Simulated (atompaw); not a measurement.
## Building the PAW (atompaw) potential for Ni (Z = 28) (PBE, scalar-relativistic).

nickel (Ni), PAW, made with atompaw 4.2.0.5 (PBE, scalar-relativistic). Core [Ne], reference 3s2 3p6 3d8 4s1 4p1. Waves: 3s (bound): rc 1.30 bohr; 4s (bound): rc 1.50 bohr; 3p (bound): rc 1.15 bohr; 4p (bound): rc 1.50 bohr; 3d (bound): rc 1.50 bohr; 3d channel at 0.15 Ry: rc 0.90 bohr. Local part: bessel scheme, radius 1.20 bohr. Core correction: smooth core density matched at 1.10 bohr. Augmentation charge: sinc compensation charge, radius 1.40 bohr; PAW radius 1.50 bohr; waves and projectors: custom polynom gramschmidtortho.

All-electron outer shells of the reference configuration (PBE, scalar-relativistic, ld1.x):

```
shell  level (eV)  outermost node (bohr)  outermost maximum (bohr)
   2s     -983.71                   0.07                      0.21
   2p     -846.57                      –                      0.16
   3s     -113.04                   0.30                      0.64
   3p      -73.38                   0.27                      0.65
   3d      -10.81                      –                      0.63
   4s       -6.88                   0.92                      2.18
   4p       -2.11                   1.00                      3.02
```

Q: Does the generator finish with these settings?

A: No. atompaw 4.2.0.5 stopped with "atompaw: The overlap operator has at least one negative eigenvalue!": the overlap operator built from these waves and projectors is not positive definite.
